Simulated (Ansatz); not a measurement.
Consider the formal exchange of groups at the Si–Si bond: `O[SiH2][SiH2]CF` + `[SH][GeH3]` → `O[SiH2][GeH2][SH]` + `FC[SiH3]`.

Gas-phase electronic energies from Ansatz, PBE0-D4/def2-TZVP geometries. CCSD(T)/CBS is the MP2 limit (def2-TZVPP, def2-QZVPP) plus CCSD(T) − MP2 in def2-TZVPP, frozen cores. Functionals use def2-TZVPP. B3LYP here is the variant with VWN-RPA as its local correlation; programs differ in this. For Ge outer-core shells are correlated without core-valence functions, which leaves a few kJ/mol of doubt a bond. Scalar relativity is left out up to krypton. Each species was taken in one conformer, which may not be the lowest.

| level | ΔE (kcal/mol) | difference from CCSD(T)/CBS |
| --- | --- | --- |
| PBE-D4 | -3.5 | 1.3 |
| r2SCAN-D4 | -3.9 | 0.9 |
| PBE0-D4 | -3.7 | 1.1 |
| B3LYP-D4 | -4.7 | 0.1 |
| ωB97X-V | -3.9 | 0.9 |
| ωB97M-V | -4.8 | 0.0 |
| B2PLYP | -4.7 | 0.1 |
| PBE | -3.3 | 1.5 |
| r2SCAN | -3.9 | 0.9 |
| PBE0 | -3.6 | 1.2 |
| B3LYP | -4.4 | 0.4 |
| HF/def2-TZVPP | -4.7 | 0.1 |
| MP2/def2-TZVPP | -5.3 | -0.5 |
| SCS-MP2/def2-TZVPP | -5.2 | -0.4 |
| CCSD/def2-TZVPP | -4.6 | 0.2 |
| CCSD(T)/def2-TZVPP | -4.5 | 0.3 |
| HF/def2-QZVPP | -4.6 | 0.2 |
| MP2/def2-QZVPP | -5.5 | -0.7 |
| SCS-MP2/def2-QZVPP | -5.2 | -0.4 |
| HF/CBS(def2) | -4.6 | 0.2 |
| MP2/CBS(def2) | -5.7 | -0.9 |
| CCSD/CBS(def2) | -4.9 | -0.1 |
| CCSD(T)/CBS | -4.8 | 0 |

Largest T1 diagnostic among the species: 0.012.
